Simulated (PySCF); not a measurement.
**The 21-electron isoelectronic series, spin-free X2C**

Calculated with PySCF 2.14 from differences of total energies of unrestricted determinants, without spin-orbit coupling. Each ion has its own even-tempered basis scaled to its charge (18s12p7d4f3g for the first); frozen: [Ne]. Ionisation energies in eV, correlation energies of the ion in mhartree.

```tsv
ion	configuration	UHF	LDA	PBE	PBE0	r2SCAN	MP2 (outer shells)	E_corr MP2	NIST (with spin-orbit, Breit and QED)
Ho⁴⁶⁺	[Ar] 3d3 (4F)	3863.9	3862.8	3863.0	3863.6	3865.1	3863.9	-475.6	3880 ± 4 (t)
Er⁴⁷⁺	[Ar] 3d3 (4F)	4020.5	4019.4	4019.6	4020.2	4021.7	4020.5	-476.8	4038 ± 4 (t)
Tm⁴⁸⁺	[Ar] 3d3 (4F)	4180.3	4179.2	4179.3	4180.0	4181.6	4180.3	-478.0	4199 ± 4 (t)
Yb⁴⁹⁺	[Ar] 3d3 (4F)	4343.1	4341.9	4342.1	4342.8	4344.3	4343.1	-478.9	4364 ± 4 (t)
Lu⁵⁰⁺	[Ar] 3d3 (4F)	4509.2	4507.9	4508.1	4508.8	4510.4	4509.2	-480.1	4532 ± 4 (t)
Hf⁵¹⁺	[Ar] 3d3 (4F)	4678.3	4676.9	4677.1	4677.8	4679.5	4678.3	-481.1	4703 ± 4 (t)
Ta⁵²⁺	[Ar] 3d3 (4F)	4850.6	4849.2	4849.4	4850.2	4851.8	4850.6	-482.3	4877 ± 4 (t)
W⁵³⁺	[Ar] 3d3 (4F)	5026.1	5024.5	5024.8	5025.6	5027.2	5026.1	-483.3	5063 ± 4 (s)
Re⁵⁴⁺	[Ar] 3d3 (4F)	5204.6	5203.0	5203.3	5204.1	5205.8	5204.6	-483.3	5236 ± 5 (t)
Os⁵⁵⁺	[Ar] 3d3 (4F)	5386.4	5384.7	5385.0	5385.8	5387.5	5386.4	-484.6	5421 ± 5 (t)
```

Each ion has its own basis, which adds noise of up to about 0.1 % along the series.

NIST values marked (s) are semi-empirical, (t) theoretical. Open shells are high-spin determinants of the terms that Hund's rules give; for the heavier ions, far from LS coupling, these are not the ground levels.

Spin-orbit coupling of the open shells is absent from the calculated values and included in NIST's; it grows fast with Z.
